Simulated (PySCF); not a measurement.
One of the candidates below gave these computed data.

All candidates are C8H9FO.

| technique | computed result |
| --- | --- |
| Dipole | 2.28 D [CAM-B3LYP/def2-SVPD] |
| Triplet | lowest triplet excitation (Tamm–Dancoff): 3.99 eV [TDA CAM-B3LYP/def2-SVPD] |
| Rotational structure | rotational constants A, B, C: 1.457, 1.214, 0.732 GHz [PBE0-D3(BJ)/def2-SVP] |
| 13C NMR | chemical shifts (computed TMS as zero) by class: 151.0 (1 C), 113.5 (1 C), 91.7 (1 C), 88.3 (1 C), 76.6 (1 C), 56.5 (1 C), 39.0 (1 C), 25.8 (1 C) ppm [GIAO PBE0/pcSseg-1] |
| UV, first state | lowest singlet excitation: 6.00 eV (207 nm, f = 0.201) [TDDFT CAM-B3LYP/def2-SVPD] |
| Polarisability | 96.3 au [CAM-B3LYP/def2-SVPD] |
| 1H NMR | chemical shifts (computed TMS as zero) by class: 6.45 (1 H), 5.53 (1 H), 3.92 (3 H), 3.92 (1 H), 2.43 (1 H), 2.28 (1 H), 2.22 (1 H) ppm [GIAO PBE0/pcSseg-1] |
| NMR, other nuclei | isotropic shieldings of nuclei other than C and H, by class: 221 (1 O), 359 (1 F) ppm [GIAO PBE0/pcSseg-1] |
| Valence photoelectron | vertical ionisation energy: 8.65 eV [ΔSCF CAM-B3LYP/def2-SVPD] |

Gas-phase values; electronic properties from PySCF, density fitting. Levels stand in brackets. Isolated species at its PBE0-D3(BJ)/def2-SVP geometry (one conformer only). NMR classes are plain means over equivalent atoms (diastereotopic ones count apart unless rotation or inversion swaps them), as if these changed places fast.

Problem. Which candidate is it?
A. `CC1(c2c(F)c2=O)CCC1`
B. `C#C[C@@H]1C[C@@H](F)/C1=C/OC`
C. `C#C[C@@H](C)[C@]1(F)C=COC1`

Solution. B. It is `C#C[C@@H]1C[C@@H](F)/C1=C/OC`. Numbering: `[CH:1]#[C:2][C@@H:3]1[CH2:4][C@@H:5]([F:6])/[C:7]1=[CH:8]/[O:9][CH3:10]`. Its formula, C8H9FO, gives 4 degrees of unsaturation: 1 ring and 3 π bonds in the structure found. 8 carbons fall into 8 classes; from least to most shielded: vinylic carbon bearing oxygen [C8] (151.0 ppm), fully substituted alkene carbon [C7] (113.5 ppm), alkyne carbon [C2] (91.7 ppm), sp3 C–F carbon [C5] (88.3 ppm), terminal alkyne carbon [C1] (76.6 ppm), methoxy carbon [C10] (56.5 ppm), four-membered-ring carbon [C4] (39.0 ppm), allylic carbon [C3] (25.8 ppm). Hydrogen classes from least to most shielded: 1 H on a vinylic carbon bearing oxygen, C8 (6.45 ppm), 1 H on an sp3 C–F carbon, C5 (5.53 ppm), 3 H on a methoxy carbon, C10 (3.92 ppm, a mean of values up to 0.6 ppm apart in this geometry), 1 H on an allylic carbon, C3 (3.92 ppm), 1 H on a four-membered-ring carbon, C4 (2.43 ppm), 1 H on a four-membered-ring carbon, C4 (2.28 ppm), 1 H on a terminal alkyne carbon, C1 (2.22 ppm). The other shieldings belong to: 221 ppm, ether oxygen [O9]; 359 ppm, alkyl fluorine [F6]. The first electron is taken from the HOMO, whose largest Löwdin shares are 0.31 on the fully substituted alkene carbon, 0.23 on the ether oxygen, 0.20 on the vinylic carbon bearing oxygen and 0.05 on the sp3 C–F carbon. The optimised geometry has point group C1 and is an asymmetric top.

The others, at the same levels:
- `CC1(c2c(F)c2=O)CCC1` fails: it has 7 carbon classes against 8; its computed 13C shifts are 155.7 (1 C), 154.4 (1 C), 144.4 (1 C), 34.9 (1 C), 32.8 (2 C), 24.4 (1 C), 17.6 (1 C) ppm, 1H shifts are 2.66 (2 H), 2.09 (1 H), 1.91 (1 H), 1.64 (2 H), 1.51 (3 H) ppm and rotational constant A is 2.065 GHz (against 1.457 GHz).
- `C#C[C@@H](C)[C@]1(F)C=COC1` fails: its computed 13C shifts are 161.2 (1 C), 106.6 (1 C), 106.2 (1 C), 88.2 (1 C), 79.7 (1 C), 77.3 (1 C), 35.7 (1 C), 16.7 (1 C) ppm, 1H shifts are 6.58 (1 H), 5.16 (1 H), 4.45 (1 H), 4.31 (1 H), 2.87 (1 H), 2.04 (1 H), 1.23 (3 H) ppm and lowest singlet excitation is 6.28 eV (197 nm, f = 0.153) (against 6.00 eV).

Each candidate is one conformer, not necessarily the lowest. The conformers computed, where there is a choice (atom-mapped SMILES and torsion angles):
- `[CH:1]#[C:2][C@@H:3]1[CH2:4][C@@H:5]([F:6])/[C:7]1=[CH:8]/[O:9][CH3:10]`: C7–C8–O9–C10 1°
- `[CH3:1][C:2]1([c:3]2[c:4]([F:5])[c:6]2=[O:7])[CH2:8][CH2:9][CH2:10]1`: C1–C2–C3–C4 -2°
- `[CH:1]#[C:2][C@@H:3]([CH3:4])[C@:5]1([F:6])[CH:7]=[CH:8][O:9][CH2:10]1`: C2–C3–C5–F6 178°
